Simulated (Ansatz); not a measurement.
`F[Si]1([SiH3])C[SiH2]1` and `F[Si]1(Cl)C[SiH2]1` differ in one atom or group.

Ansatz, PBE0-D4/def2-TZVP geometries, multiplicity 1. 

```json
{"property": "LUMO energy (ωB97M-V/def2-TZVPP) / eV", "`F[Si]1([SiH3])C[SiH2]1`": "0.63"}
{"property": "HOMO energy (PBE0/def2-TZVPP) / eV", "`F[Si]1([SiH3])C[SiH2]1`": "-6.49"}
{"property": "size of the dipole moment (B3LYP/def2-TZVPP) / D", "`F[Si]1([SiH3])C[SiH2]1`": "1.65"}
{"property": "HOMO energy (ωB97M-V/def2-TZVPP) / eV", "`F[Si]1([SiH3])C[SiH2]1`": "-8.46"}
{"property": "size of the dipole moment (ωB97M-V/def2-TZVPP) / D", "`F[Si]1([SiH3])C[SiH2]1`": "1.68"}
{"property": "HOMO–LUMO gap (B3LYP/def2-TZVPP) / eV", "`F[Si]1([SiH3])C[SiH2]1`": "4.89"}
```

(1) Give the same properties after the change, and the shifts. (An estimate is asked.)

Answers

(1) Computed: 
| property | `F[Si]1(Cl)C[SiH2]1` | shift |
| --- | --- | --- |
| LUMO energy (ωB97M-V/def2-TZVPP) / eV | 1.09 | 0.46 |
| HOMO energy (PBE0/def2-TZVPP) / eV | -7.06 | -0.57 |
| size of the dipole moment (B3LYP/def2-TZVPP) / D | 1.80 | 0.15 |
| HOMO energy (ωB97M-V/def2-TZVPP) / eV | -9.07 | -0.61 |
| size of the dipole moment (ωB97M-V/def2-TZVPP) / D | 1.76 | 0.08 |
| HOMO–LUMO gap (B3LYP/def2-TZVPP) / eV | 5.96 | 1.07 |

With PBE0 the HOMO falls by 0.57 eV and the LUMO rises by 0.54 eV, so the gap widens by about 1.11 eV. PBE moves the HOMO by -0.42 eV and ωB97M-V by -0.61 eV. Dipoles are sizes alone; their direction can turn.

B3LYP here is the variant with VWN-RPA as its local correlation; programs differ in this.
